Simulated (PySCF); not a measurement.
Species: SnHMe2(NHiPr), C₅H₁₅NSn.
Structure used (PBE0-D3(BJ)/def2-SVP), in Å, numbered top down from 1:
```xyz
22
C5H15NSn angstrom
Sn     0.5435    1.2113    0.0288
H      0.7278    1.3247    1.7468
C      2.4104    0.6528   -0.8781
H      2.2406    0.4383   -1.9426
H      2.8251   -0.2435   -0.3968
H      3.1362    1.4738   -0.7882
C     -0.1854    3.0640   -0.7788
H     -1.0769    3.4028   -0.2321
H     -0.4474    2.9252   -1.8373
H      0.5876    3.8421   -0.7058
N     -0.8888   -0.1475   -0.5406
C     -1.0595   -1.4536    0.0698
C     -1.7787   -1.4113    1.4181
C      0.2815   -2.1622    0.1897
H     -1.7885    0.3087   -0.6740
H     -1.6831   -2.0611   -0.6175
H     -1.1909   -0.8350    2.1520
H     -1.9440   -2.4210    1.8285
H     -2.7621   -0.9248    1.3214
H      0.9356   -1.6486    0.9171
H      0.1554   -3.1959    0.5438
H      0.7976   -2.1842   -0.7813
```

Method: PySCF, PBE0-D3(BJ)/def2-SVP geometry optimisation, gas phase, def2 core potentials past Kr.

Take the most abundant isotopes and a rigid rotor. The values belong to one conformer.

(1) What are A, B and C (cm⁻¹)?

(2) Classify the top.

(3) Is it planar, by Δ = Ic − Ia − Ib?

(4) Give the other two planar moments, Paa and Pbb, and the rms extents of the mass along the axes.

(5) Which lines would a microwave search look for?

Answers

(1) Ia = 196.46, Ib = 510.52, Ic = 619.03 u·Å²; 505379 MHz·u·Å²/I gives 2572, 989.9 and 816.4 MHz, that is A = 0.08581, B = 0.03302, C = 0.02723 cm⁻¹.

(2) An asymmetric top. Ray's parameter κ = (2B − A − C)/(A − C) = -0.802; −1 is the prolate and +1 the oblate limit.

(3) Not planar: Δ = Ic − Ia − Ib = -87.95 u·Å². For a rigid frame Δ = −2 Σ m c², so Σ m c² = 43.97 u·Å² lies off the ab plane: 16.40 from hydrogen and 27.57 from heavier atoms. The atom farthest from that plane is 1.90 Å away.

(4) Paa = Σ m a² = (Ib + Ic − Ia)/2 = 466.55 and Pbb = Σ m b² = (Ia + Ic − Ib)/2 = 152.48 u·Å². With the mass M = 209.02 u, the rms extents √(P/M) along a, b and c are 1.49, 0.85, 0.46 Å.

(5) The dipole components are |μa| = 0.28 D, |μb| = 0.30 D, |μc| = 0.02 D. Intensities carry the squares of the components, which stand as 0.91 : 1.00 : 0.00 (a : b : c). Some lines, for components of 0.1 D or more:

```csv
type,branch,"J(Ka,Kc)",MHz,lower level (cm⁻¹)
a,Q,"2(1,1) ← 2(1,2)",521,0.228
b,Q,"1(1,0) ← 1(0,1)",1756,0.060
a,R,"1(0,1) ← 0(0,0)",1806,0.000
b,Q,"2(1,1) ← 2(0,2)",1943,0.180
b,R,"2(0,2) ← 1(1,1)",2017,0.113
b,R,"1(1,1) ← 0(0,0)",3389,0.000
a,R,"2(1,2) ← 1(1,1)",3439,0.113
a,R,"2(0,2) ← 1(0,1)",3599,0.060
b,R,"2(1,2) ← 1(0,1)",5022,0.060
b,Q,"2(2,1) ← 2(1,2)",5268,0.228
b,R,"2(2,1) ← 1(1,0)",8534,0.119
b,R,"2(2,0) ← 1(1,1)",8721,0.113
```

Atoms past krypton carry def2 core potentials. PBE0-D3(BJ)/def2-SVP frequencies: not computed here. Constants of a rigid frame at the computed geometry: no zero-point averaging, no centrifugal distortion. A rigid rotor knows nothing of inversion at nitrogen or internal rotation, which can split or shift real lines. Quadrupole hyperfine structure (14N) is left out.
